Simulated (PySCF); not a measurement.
PySCF input for silole (C4H6Si), SMILES C1=C[SiH2]C=C1, PBE0/pcSseg-1. Geometry: TPSSh-D3(BJ)/def2-SVP.

```python
import numpy as np
from pyscf import gto, scf, dft
from pyscf.prop.nmr import rks as nmr

mol = gto.M(
    atom='''
    C    -0.00000000    0.74251666   -1.29579452
    C    -0.00000000    1.35801939   -0.08850512
    Si   -0.00000000   -0.00000000    1.20832804
    C     0.00000000   -1.35801939   -0.08850513
    C     0.00000000   -0.74251666   -1.29579453
    H    -0.00000000    1.28138332   -2.25008074
    H     0.00000001    2.44516705    0.01371680
    H    -1.20605759   -0.00000001    2.08386559
    H     1.20605759   -0.00000001    2.08386559
    H    -0.00000001   -2.44516704    0.01371677
    H     0.00000000   -1.28138331   -2.25008075
    ''',
    basis='pcSseg-1',
    charge=0,
    spin=0,
    max_memory=1600,
    verbose=3,
)
mf = dft.RKS(mol, xc='pbe0')
mf.grids.level = 3
mf.conv_tol = 1e-10
mf.max_cycle = 100
mf.kernel()
n = nmr.NMR(mf)
n.verbose = 2
n.max_cycle_cphf = 60
sigma = n.kernel()
print('atom   isotropic/ppm   span/ppm')
for i, s in enumerate(sigma):
    w = np.linalg.eigvalsh((s + s.T) / 2)
    print(f'{mol.atom_symbol(i):2s}{i + 1:3d} {w.mean():14.3f} {w[2] - w[0]:11.3f}')
```

Program output:

```
converged SCF energy = -445.138980581471
atom   isotropic/ppm   span/ppm
C   1         24.998     235.799
C   2         49.455     237.190
Si  3        393.715     138.653
C   4         49.455     237.190
C   5         24.998     235.799
H   6         23.984       6.071
H   7         24.851       2.563
H   8         26.703       8.144
H   9         26.703       8.144
H  10         24.851       2.563
H  11         23.984       6.071
```

Self-consistency was reached.
